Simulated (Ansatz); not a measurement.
Ansatz (a program for electronic structure) input:

Ansatz 0.2 input:
```yaml
crystal:
  periodic: [false, false, false]
  atoms:
    - {symbol: B, position_ang: [0.09430468, -0.35799188, -1.21042210]}
    - {symbol: H, position_ang: [-0.60782282, 0.07899554, -2.06759902]}
    - {symbol: H, position_ang: [0.87309333, -1.22082555, -1.47607758]}
    - {symbol: P, position_ang: [-0.13240901, 0.18225991, 0.57830281]}
    - {symbol: H, position_ang: [1.24934115, 0.19789069, 0.92124490]}
basis:
  gaussian:
    orbitals: def2-TZVPD
hamiltonian:
  xc: {name: r2SCAN}
magnetization: {spin_polarized: true, initial_magnetization: 1}
output: {forces: true}
```

Which total energy does the run end on?

-367.90676 Eh (r2SCAN/def2-TZVPD). The basis has 107 functions.

It need not be the lowest isomer of its formula.
